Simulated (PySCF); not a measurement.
GeH₆P₂.

```xyz
9

Ge     0.0000     0.0000     0.6345
P      2.0109     0.0005    -0.5836
P     -2.0109    -0.0005    -0.5836
H      0.0008    -1.2583     1.5471
H     -0.0008     1.2583     1.5471
H      1.5553     1.0372    -1.4763
H      1.5590    -1.0441    -1.4689
H     -1.5553    -1.0372    -1.4763
H     -1.5590     1.0441    -1.4689
```
Charge 0, spin multiplicity 1.

Geometry: PBE-D3(BJ)/def2-SVP. The structure was generated by enumeration, and PubChem lists no compound with its InChIKey, so it may never have been made. One conformer was computed; it need not be the lowest.

Level of theory: PBE/pcSseg-1 run with PySCF. Non-relativistic, no solvent.

Problem. Give the absolute GIAO shielding of each atom: isotropic value and principal components (ppm). (An estimate is asked for; the answer gives what the named calculation found.)

Solution. 
| atom | σ(iso) | σ11 | σ22 | σ33 | span |
|---|---|---|---|---|---|
| Ge1 | 1431.6 | 1265.0 | 1490.8 | 1538.9 | 273.8 |
| P2 | 507.9 | 463.9 | 505.8 | 554.0 | 90.2 |
| P3 | 507.9 | 463.9 | 505.8 | 554.0 | 90.2 |
| H4 | 26.6 | 20.3 | 22.2 | 37.4 | 17.1 |
| H5 | 26.6 | 20.3 | 22.2 | 37.4 | 17.1 |
| H6 | 29.0 | 24.5 | 27.1 | 35.3 | 10.8 |
| H7 | 29.0 | 24.5 | 27.1 | 35.3 | 10.8 |
| H8 | 29.0 | 24.5 | 27.1 | 35.3 | 10.8 |
| H9 | 29.0 | 24.5 | 27.1 | 35.3 | 10.8 |
